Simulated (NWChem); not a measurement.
System: SiNH$_{4}$Cl; SMILES [SiH2](N)Cl

NWChem input:

```
start job
memory heap 200 mb stack 900 mb global 1100 mb
geometry units angstroms noautoz
  Si     0.573183    -0.501757     0.045112
  N     -0.611084    -1.741851     0.139484
  Cl    -0.145806     1.425401    -0.382783
  H      1.500642    -0.836478    -1.056613
  H      1.234899    -0.398528     1.363255
  H     -1.245458    -1.776694     0.929251
  H     -1.066280    -2.072123    -0.703767
end
basis spherical
  * library def2-svp
end
dft
  xc becke88 lyp
  iterations 150
  mulliken
end
task dft energy
```

Parts of the log:

```
             Northwest Computational Chemistry Package (NWChem) 7.3.0
             --------------------------------------------------------

 CS  symmetry detected

                             Geometry "geometry" -> ""
                             -------------------------

 Output coordinates in angstroms (scale by  1.889725989 to convert to a.u.)

  No.       Tag          Charge          X              Y              Z
 ---- ---------------- ---------- -------------- -------------- --------------
    1 Si                  14.0000     0.54426303    -0.50998537     0.00000000
    2 N                    7.0000    -0.62688346    -1.76602813     0.00000000
    3 Cl                  17.0000    -0.21050635     1.45070340     0.00000000
    4 H                    1.0000     1.34551167    -0.63030260    -1.23674781
    5 H                    1.0000     1.34551167    -0.63030260     1.23674781
    6 H                    1.0000    -1.17195682    -1.94968025     0.83458533
    7 H                    1.0000    -1.17195682    -1.94968025    -0.83458533

 Effective nuclear repulsion energy (a.u.)     148.3553532803

      Symmetry information
      --------------------

 Group name             Cs
 Group number              2
 Group order               2
 No. of unique centers     5

                                 NWChem DFT Module
                                 -----------------

 Summary of "ao basis" -> "ao basis" (spherical)
 ------------------------------------------------------------------------------
       Tag                 Description            Shells   Functions and Types
 ---------------- ------------------------------  ------  ---------------------
 Si                         def2-svp                 8       18   4s3p1d
 N                          def2-svp                 6       14   3s2p1d
 Cl                         def2-svp                 8       18   4s3p1d
 H                          def2-svp                 3        5   2s1p

      Symmetry analysis of basis
      --------------------------

        a'         46
        a"         24

            General Information
            -------------------
          SCF calculation type: DFT
          Wavefunction type:  closed shell.
          No. of atoms     :     7
          No. of electrons :    42
           Alpha electrons :    21
            Beta electrons :    21
          Charge           :     0
          Spin multiplicity:     1
          Use of symmetry is: on ; symmetry adaption is: on
          Maximum number of iterations: 150
          AO basis - number of functions:    70
                     number of shells:    34
          Convergence on energy requested:  1.00D-06
          Convergence on density requested:  1.00D-05
          Convergence on gradient requested:  5.00D-04

              XC Information
              --------------
                    Becke 1988 Exchange Functional  1.000
              Lee-Yang-Parr Correlation Functional  1.000

             Grid Information
             ----------------
          Grid used for XC integration:  medium
          Radial quadrature: Mura-Knowles
          Angular quadrature: Lebedev.
          Tag              B.-S. Rad. Rad. Pts. Rad. Cut. Ang. Pts.
          ---              ---------- --------- --------- ---------
          Si                  1.10       88           8.0       590
          N                   0.65       49           8.0       434
          Cl                  1.00       88          10.0       590
          H                   0.35       45          10.0       434
          Grid pruning is: on
          Number of quadrature shells:   315
          Spatial weights used:  Erf1

      Superposition of Atomic Density Guess
      -------------------------------------

 Sum of atomic energies:        -804.30336116

      Non-variational initial energy
      ------------------------------

 Total energy =    -805.317479
 1-e energy   =   -1406.171436
 2-e energy   =     452.498604
 HOMO         =      -0.362154
 LUMO         =       0.070642

      Symmetry analysis of molecular orbitals - initial
      -------------------------------------------------

  Numbering of irreducible representations:

     1 a'          2 a"

  Orbital symmetries:

     1 a'          2 a'          3 a'          4 a'          5 a'
     6 a"          7 a'          8 a'          9 a'         10 a"
    11 a'         12 a'         13 a'         14 a'         15 a"
    16 a'         17 a'         18 a"         19 a'         20 a"
    21 a'         22 a'         23 a'         24 a'         25 a"
    26 a'         27 a"         28 a'         29 a"         30 a'
    31 a"

     ---------------------------------------------
      Total Density - Mulliken Population Analysis
     ---------------------------------------------

    Atom       Charge   Shell Charges
 -----------   ------   -------------------------------------------------------
    1 Si  14    13.10   2.00  1.99  0.94  0.19  5.93  0.98  0.83  0.23
    2 N    7     7.75   1.99  1.03  0.44  2.59  1.69  0.01
    3 Cl  17    17.46   2.00  1.99  1.22  0.72  5.94  2.17  3.40  0.01
    4 H    1     1.09   0.71  0.38  0.01
    5 H    1     1.09   0.71  0.38  0.01
    6 H    1     0.75   0.59  0.12  0.04
    7 H    1     0.75   0.59  0.12  0.04

   convergence    iter        energy       DeltaE   RMS-Dens  Diis-err
 ---------------- ----- ----------------- --------- --------- ---------
 d= 0,ls=0.0,diis     1   -806.5520557968 -9.55D+02  1.59D-02  4.72D-01
 d= 0,ls=0.0,diis     2   -806.5241641469  2.79D-02  1.04D-02  5.98D-01
 d= 0,ls=0.0,diis     3   -806.5926104840 -6.84D-02  2.87D-03  8.22D-02
 d= 0,ls=0.0,diis     4   -806.6007297345 -8.12D-03  1.35D-03  9.50D-03
 d= 0,ls=0.0,diis     5   -806.6020783971 -1.35D-03  2.18D-04  2.04D-04
  Resetting Diis
 d= 0,ls=0.0,diis     6   -806.6021033241 -2.49D-05  5.08D-05  8.70D-06
 d= 0,ls=0.0,diis     7   -806.6021044122 -1.09D-06  2.45D-05  5.95D-07
 d= 0,ls=0.0,diis     8   -806.6021043968  1.55D-08  1.41D-05  7.15D-07
 d= 0,ls=0.0,diis     9   -806.6021044993 -1.03D-07  1.94D-06  1.90D-08

         Total DFT energy =     -806.602104499331
      One electron energy =    -1408.770666020744
           Coulomb energy =      511.392049392978
    Exchange-Corr. energy =      -57.578841151843
 Nuclear repulsion energy =      148.355353280279

 Numeric. integr. density =       42.000009170952

                  Occupations of the irreducible representations
                  ----------------------------------------------

                     irrep           alpha         beta
                     --------     --------     --------
                     a'               16.0         16.0
                     a"                5.0          5.0

                       DFT Final Molecular Orbital Analysis
                       ------------------------------------

 Vector   19  Occ=2.000000D+00  E=-2.613345D-01  Symmetry=a'
              MO Center= -1.4D-01,  1.0D+00,  2.9D-13, r^2= 2.3D+00
   Bfn.  Coefficient  Atom+Function         Bfn.  Coefficient  Atom+Function
  ----- ------------  ---------------      ----- ------------  ---------------
    43      0.582331  3 Cl px                40      0.434533  3 Cl px
    37      0.253934  3 Cl px                21      0.153214  2 N  s
    22     -0.146929  2 N  px                25      0.107363  2 N  px
    51     -0.092981  4 H  s                 56     -0.092981  5 H  s
    44      0.091375  3 Cl py                11      0.079426  1 Si px

 Vector   20  Occ=2.000000D+00  E=-2.491844D-01  Symmetry=a"
              MO Center=  7.3D-02,  1.0D+00, -4.3D-15, r^2= 2.4D+00
   Bfn.  Coefficient  Atom+Function         Bfn.  Coefficient  Atom+Function
  ----- ------------  ---------------      ----- ------------  ---------------
    45      0.590557  3 Cl pz                42      0.437379  3 Cl pz
    39      0.255129  3 Cl pz                51      0.172548  4 H  s
    56     -0.172548  5 H  s                 52      0.168817  4 H  s
    57     -0.168817  5 H  s                 10     -0.107249  1 Si pz
    13      0.057968  1 Si pz                 7      0.053961  1 Si pz

 Vector   21  Occ=2.000000D+00  E=-2.252506D-01  Symmetry=a'
              MO Center= -4.6D-01, -1.3D+00, -6.3D-14, r^2= 2.5D+00
   Bfn.  Coefficient  Atom+Function         Bfn.  Coefficient  Atom+Function
  ----- ------------  ---------------      ----- ------------  ---------------
    23      0.440405  2 N  py                26     -0.360556  2 N  py
    22     -0.298144  2 N  px                44     -0.266310  3 Cl py
    25      0.224384  2 N  px                41     -0.184540  3 Cl py
    12     -0.121117  1 Si py                43     -0.117339  3 Cl px
    38     -0.107029  3 Cl py                40     -0.093565  3 Cl px

 Vector   22  Occ=0.000000D+00  E= 7.448818D-03  Symmetry=a'
              MO Center= -5.3D-01, -1.2D+00, -5.3D-14, r^2= 4.7D+00
   Bfn.  Coefficient  Atom+Function         Bfn.  Coefficient  Atom+Function
  ----- ------------  ---------------      ----- ------------  ---------------
    21      1.308569  2 N  s                 11      0.726908  1 Si px
    62     -0.638511  6 H  s                 67     -0.638511  7 H  s
    12      0.295548  1 Si py                20      0.228753  2 N  s
    52     -0.210300  4 H  s                 57     -0.210300  5 H  s
     8      0.181345  1 Si px                25     -0.175145  2 N  px

 Vector   23  Occ=0.000000D+00  E= 2.706337D-02  Symmetry=a'
              MO Center=  5.1D-01, -2.4D-01,  2.5D-13, r^2= 3.5D+00
   Bfn.  Coefficient  Atom+Function         Bfn.  Coefficient  Atom+Function
  ----- ------------  ---------------      ----- ------------  ---------------
    12      0.936779  1 Si py                 3      0.573986  1 Si s
    44      0.557576  3 Cl py                36     -0.521359  3 Cl s
     9      0.316772  1 Si py                 4      0.280764  1 Si s
    21      0.256380  2 N  s                 43     -0.253795  3 Cl px
     2      0.233170  1 Si s                 35     -0.229964  3 Cl s

 Vector   24  Occ=0.000000D+00  E= 5.877762D-02  Symmetry=a"
              MO Center=  2.4D-01, -7.6D-01, -1.4D-09, r^2= 4.5D+00
   Bfn.  Coefficient  Atom+Function         Bfn.  Coefficient  Atom+Function
  ----- ------------  ---------------      ----- ------------  ---------------
    13      1.477393  1 Si pz                52      1.105146  4 H  s
    57     -1.105146  5 H  s                 62     -0.595582  6 H  s
    67      0.595582  7 H  s                 10      0.315737  1 Si pz
    45     -0.263794  3 Cl pz                27      0.198641  2 N  pz
    61     -0.163008  6 H  s                 66      0.163008  7 H  s

     ---------------------------------------------
      Total Density - Mulliken Population Analysis
     ---------------------------------------------

    Atom       Charge   Shell Charges
 -----------   ------   -------------------------------------------------------
    1 Si  14    13.49   2.00  1.98  1.06  0.10  5.92  1.25  0.88  0.31
    2 N    7     7.28   1.99  0.99  0.39  2.49  1.41  0.01
    3 Cl  17    17.27   2.00  1.98  1.28  0.68  5.93  2.17  3.21  0.02
    4 H    1     1.09   0.75  0.33  0.01
    5 H    1     1.09   0.75  0.33  0.01
    6 H    1     0.89   0.71  0.13  0.05
    7 H    1     0.89   0.71  0.13  0.05

     -------------------------------------------
      Total Density - Lowdin Population Analysis
     -------------------------------------------

    Atom       Charge   Shell Charges
 -----------   ------   -------------------------------------------------------
    1 Si  14    13.62   2.00  1.93  0.67  0.33  5.81  1.26  1.12  0.49
    2 N    7     7.20   1.97  0.71  0.43  2.27  1.79  0.02
    3 Cl  17    17.11   2.00  1.96  1.06  0.80  5.82  2.28  3.17  0.02
    4 H    1     1.10   0.66  0.42  0.02
    5 H    1     1.10   0.66  0.42  0.02
    6 H    1     0.93   0.59  0.21  0.12
    7 H    1     0.93   0.59  0.21  0.12

     Multipole analysis of the density
     ---------------------------------

     L   x y z        total         alpha         beta         nuclear
     -   - - -        -----         -----         ----         -------
     0   0 0 0      0.000000    -21.000000    -21.000000     42.000000

     1   1 0 0     -0.385693     -0.192847     -0.192847      0.000000
     1   0 1 0     -0.725991     -0.362996     -0.362996     -0.000000
     1   0 0 1     -0.000000     -0.000000     -0.000000      0.000000

     2   2 0 0    -23.151000    -36.607018    -36.607018     50.063037
     2   1 1 0      2.291631     -1.614536     -1.614536      5.520703
     2   1 0 1     -0.000000     -0.000000     -0.000000      0.000000
     2   0 2 0    -25.471145   -137.093305   -137.093305    248.715465
     2   0 1 1     -0.000000     -0.000000     -0.000000      0.000000
     2   0 0 2    -23.635489    -19.767212    -19.767212     15.898934
```

Level: BLYP/def2-SVP. Coordinates come from a B3LYP/6-31G* (spherical d) optimisation.
